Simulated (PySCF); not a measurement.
HBF2Se (SMILES FB(F)[SeH]), singlet, at a GFN2-xTB geometry; PySCF with CASSCF(8,7)/STO-3G.

The PySCF input:
```python
from pyscf import gto, scf, mcscf
import numpy

mol = gto.Mole()
mol.atom = '''
    B     0.19929966   -0.58944236    0.70003787
    F     1.33433058   -1.24175642    0.78225807
    F    -0.67042407   -0.80051842    1.66336027
    Se   -0.16158961    0.59840763   -0.74153670
    H    -1.47761029    0.98182595   -0.29850667
'''
mol.basis = 'sto-3g'
mol.verbose = 4
mol.build()

mf = scf.RHF(mol)
mf.kernel()
mc = mcscf.CASSCF(mf, 7, 8)
mc.fix_spin_(ss=0.0)
mc.kernel()
occ = numpy.linalg.eigvalsh(mc.fcisolver.make_rdm1(mc.ci, mc.ncas, mc.nelecas))[::-1]
ss = mc.fcisolver.spin_square(mc.ci, mc.ncas, mc.nelecas)[0]
print('natural occupations', occ.round(4), ' <S^2>', round(ss, 4))
```

Output, abridged:

```
PySCF version 2.14.0

[INPUT] verbose = 4
[INPUT] num. atoms = 5
[INPUT] num. electrons = 58
[INPUT] charge = 0
[INPUT] spin (= nelec alpha-beta = 2S) = 0
[INPUT] symmetry False subgroup None
[INPUT] Mole.unit = angstrom
[INPUT] Symbol           X                Y                Z      unit          X                Y                Z       unit  Magmom
[...]
nuclear repulsion = 233.972092642585
number of shells = 18
number of NR pGTOs = 102
number of NR cGTOs = 34
basis = sto-3g
ecp = {}

******** <class 'pyscf.scf.hf.RHF'> ********
method = RHF
initial guess = minao
damping factor = 0
level_shift factor = 0
DIIS = <class 'pyscf.scf.diis.CDIIS'>
diis_start_cycle = 1
diis_space = 8
diis_damp = 0
SCF conv_tol = 1e-09
SCF conv_tol_grad = None
SCF max_cycles = 50
direct_scf = True
direct_scf_tol = 1e-13
Set gradient conv threshold to 3.16228e-05
Initial guess from minao.
init E= -2591.7045007766
[...]
cycle= 1 E= -2594.58742390519  delta_E= -2.88  |g|= 0.589  |ddm|= 2.82
[...]
cycle= 2 E= -2594.72089802159  delta_E= -0.133  |g|= 0.142  |ddm|= 1.08
[...]
cycle= 3 E= -2594.72770408005  delta_E= -0.00681  |g|= 0.0221  |ddm|= 0.214
[...]
cycle= 4 E= -2594.72795808563  delta_E= -0.000254  |g|= 0.00385  |ddm|= 0.0454
[...]
cycle= 5 E= -2594.72796834033  delta_E= -1.03e-05  |g|= 0.000771  |ddm|= 0.0105
[...]
cycle= 6 E= -2594.72796882981  delta_E= -4.89e-07  |g|= 0.000159  |ddm|= 0.00233
[...]
cycle= 7 E= -2594.72796885116  delta_E= -2.13e-08  |g|= 3.34e-05  |ddm|= 0.000496
[...]
cycle= 8 E= -2594.72796885197  delta_E= -8.13e-10  |g|= 7.58e-06  |ddm|= 8.94e-05
[...]
Extra cycle  E= -2594.72796885201  delta_E= -4e-11  |g|= 2.94e-06  |ddm|= 1.53e-05
converged SCF energy = -2594.72796885201

******** <class 'pyscf.mcscf.mc1step.CASSCF'> ********
CAS (4e+4e, 7o), ncore = 25, nvir = 2
max_cycle_macro = 50
max_cycle_micro = 4
conv_tol = 1e-07
conv_tol_grad = None
orbital rotation max_stepsize = 0.02
orbital rotation threshold for CI restart = 0.01
augmented hessian ah_max_cycle = 30
augmented hessian ah_conv_tol = 1e-12
augmented hessian ah_linear dependence = 1e-14
augmented hessian ah_level shift = 1e-08
augmented hessian ah_start_tol = 2.5
augmented hessian ah_start_cycle = 3
augmented hessian ah_grad_trust_region = 3
kf_trust_region = 3
kf_interval = 4
ci_response_space = 4
ci_grad_trust_region = 3
with_dep4 0
natorb = False
canonicalization = True
sorting_mo_energy = False
ao2mo_level = 2
internal_rotation = False
[...]
CASCI E = -2594.75103146626  S^2 = 0.0000000
[...]
macro iter  40 ( 11 JK    4 micro), CASSCF E = -2594.76895675276  dE =  1.56025108e-05  S^2 = 0.0000000
               |grad[o]|=0.000594  |grad[c]|=0.00297  |ddm|=0.00333  |maxRot[o]|=0.0368
macro iter  41 ( 12 JK    3 micro), CASSCF E = -2594.76896533522  dE = -8.58245539e-06  S^2 = 0.0000000
               |grad[o]|=0.000883  |grad[c]|=0.000212  |ddm|=0.00232  |maxRot[o]|=0.0289
macro iter  42 (  5 JK    2 micro), CASSCF E = -2594.76897382746  dE = -8.49224443e-06  S^2 = 0.0000000
               |grad[o]|=0.000371  |grad[c]|=0.000426  |ddm|=0.00161  |maxRot[o]|=0.0137
macro iter  43 ( 15 JK    4 micro), CASSCF E = -2594.76893203088  dE =  4.17965848e-05  S^2 = 0.0000000
               |grad[o]|=0.00042  |grad[c]|=0.00115  |ddm|=0.000229  |maxRot[o]|=0.0484
macro iter  44 ( 21 JK    4 micro), CASSCF E = -2594.76894249080  dE = -1.04599258e-05  S^2 = 0.0000000
               |grad[o]|=0.00116  |grad[c]|=0.00122  |ddm|=0.00192  |maxRot[o]|=0.0169
macro iter  45 (  6 JK    2 micro), CASSCF E = -2594.76896638356  dE = -2.38927532e-05  S^2 = 0.0000000
               |grad[o]|=0.000441  |grad[c]|=0.00111  |ddm|=0.00235  |maxRot[o]|=0.023
macro iter  46 (  9 JK    3 micro), CASSCF E = -2594.76893143252  dE =  3.49510387e-05  S^2 = 0.0000000
               |grad[o]|=0.000421  |grad[c]|=0.00272  |ddm|=0.0012  |maxRot[o]|=0.0345
macro iter  47 ( 21 JK    4 micro), CASSCF E = -2594.76894225315  dE = -1.08206382e-05  S^2 = 0.0000000
               |grad[o]|=0.000767  |grad[c]|=0.00124  |ddm|=0.0006  |maxRot[o]|=0.0181
macro iter  48 (  6 JK    2 micro), CASSCF E = -2594.76896596319  dE = -2.37100398e-05  S^2 = 0.0000000
               |grad[o]|=0.000634  |grad[c]|=0.000773  |ddm|=0.00249  |maxRot[o]|=0.0225
macro iter  49 (  4 JK    1 micro), CASSCF E = -2594.76897467881  dE = -8.71561588e-06  S^2 = 0.0000000
               |grad[o]|=0.000383  |grad[c]|=0.00154  |ddm|=0.002  |maxRot[o]|=0.0202
macro iter  50 (  9 JK    3 micro), CASSCF E = -2594.76897552497  dE = -8.46156581e-07  S^2 = 0.0000000
               |grad[o]|=0.000547  |grad[c]|=0.000315  |ddm|=0.00142  |maxRot[o]|=0.00926
1-step CASSCF not converged,  50 macro (699 JK 165 micro) steps
CASSCF canonicalization
Density matrix diagonal elements [1.99235381 1.97016252 1.98151291 1.9886516  0.01899383 0.02934457
 0.01898076]
CASSCF energy = -2594.76897552497
CASCI E = -2594.76897552497  E(CI) = -12.4070005448825  S^2 = 0.0000000
natural occupations [1.9924 1.9897 1.9819 1.97   0.03   0.0181 0.0179]  <S^2> 0.0
```

Convergence was not reached.
